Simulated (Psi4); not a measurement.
Noncovalent pair: C2H4 (SMILES C=C) (first 6 atoms) with C2H6O (SMILES COC); geometry from B3LYP-D3(BJ)/def2-TZVP, rigid monomers moved along the line of their centres of mass till H3···O8 is 3.43 Å.
(charge 0, multiplicity 1):
```json
[
 {"atom": "C", "x (Å)": "-0.4438", "y (Å)": "0.2633", "z (Å)": "0.8613"},
 {"atom": "C", "x (Å)": "0.7143", "y (Å)": "-0.1490", "z (Å)": "0.3659"},
 {"atom": "H", "x (Å)": "-0.8217", "y (Å)": "-0.1025", "z (Å)": "1.8083"},
 {"atom": "H", "x (Å)": "-1.0555", "y (Å)": "0.9864", "z (Å)": "0.3343"},
 {"atom": "H", "x (Å)": "1.0965", "y (Å)": "0.2170", "z (Å)": "-0.5796"},
 {"atom": "H", "x (Å)": "1.3275", "y (Å)": "-0.8756", "z (Å)": "0.8856"},
 {"atom": "C", "x (Å)": "-0.6193", "y (Å)": "1.0058", "z (Å)": "5.5371"},
 {"atom": "O", "x (Å)": "-0.5959", "y (Å)": "-0.3687", "z (Å)": "5.2172"},
 {"atom": "C", "x (Å)": "0.7120", "y (Å)": "-0.8987", "z (Å)": "5.2221"},
 {"atom": "H", "x (Å)": "-0.0446", "y (Å)": "1.5940", "z (Å)": "4.8105"},
 {"atom": "H", "x (Å)": "-0.2091", "y (Å)": "1.1889", "z (Å)": "6.5387"},
 {"atom": "H", "x (Å)": "-1.6593", "y (Å)": "1.3280", "z (Å)": "5.5145"},
 {"atom": "H", "x (Å)": "1.3537", "y (Å)": "-0.3829", "z (Å)": "4.4968"},
 {"atom": "H", "x (Å)": "0.6382", "y (Å)": "-1.9507", "z (Å)": "4.9502"},
 {"atom": "H", "x (Å)": "1.1718", "y (Å)": "-0.8163", "z (Å)": "6.2154"}
]
```

These are Psi4 1.11 with SAPT0/jun-cc-pV(D+d)Z values and carry that method's errors.

### Question
Which attractive term is largest, and how does the interaction split up?

### Answer
electrostatics -0.37, exchange 0.11, induction -0.04, dispersion -0.44, total -0.74 kcal/mol; the largest attraction is dispersion.
